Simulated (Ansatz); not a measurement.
A nudged elastic band was laid between two geometries of Cl$_{3}$FH$_{3}$NZr (9 atoms, charge 0, multiplicity 1).

Theory: RKS BLYP-D4/def2-SVP (Ansatz 0.2.0).

| Quantity | Value |
| --- | --- |
| movable images | 1 |
| climbing image | no |
| spring | 5.0 eV/Å² |
| optimiser | quadratic models (default) |
| start path | through a guess of the saddle point |
| force threshold | 0.05 eV/Å |
| iteration limit | 60 |
| end points | relaxed |

First end point:

```xyz
9
Properties=species:S:1:pos:R:3
Zr 0.073 -0.072 0.143
Cl -0.266 0.439 2.454
Cl 2.228 0.362 -0.797
F -0.862 1.421 -0.610
Cl -1.241 -1.821 -0.822
N 1.284 -2.008 1.118
H 0.892 -2.907 0.801
H 2.282 -2.008 0.859
H 1.242 -2.009 2.148
```

Last end point:

```xyz
9
Properties=species:S:1:pos:R:3
Zr 0.072 -0.071 0.143
Cl -0.026 0.563 2.444
Cl 2.151 0.187 -1.005
F -0.860 1.425 -0.610
Cl -1.389 -1.812 -0.592
N 1.276 -1.994 1.112
H 1.493 -2.720 0.412
H 2.177 -1.719 1.532
H 0.739 -2.461 1.858
```

Question: What changes between the two ends?

Answer: No bond is made or broken.

Question: What energy profile does the band end with?

Answer: The run converged. The highest image is number 0 of 0 to 2, 0.0 kcal/mol above the first end and 0.4 kcal/mol above the last; the last end lies 0.4 kcal/mol below the first. The highest image is an end point: on this band no image between the ends rises above it. So few images can step over the top or miss a turn of the path.

| image | path coordinate (Å) | energy (kcal/mol) |
| --- | --- | --- |
| 0 | 0.00 | 0.0 |
| 1 | 0.69 | -0.2 |
| 2 | 1.39 | -0.4 |

Run time: 32 s on 4 threads of Arm Neoverse V1, on a shared host, peak memory 0.2 GiB.
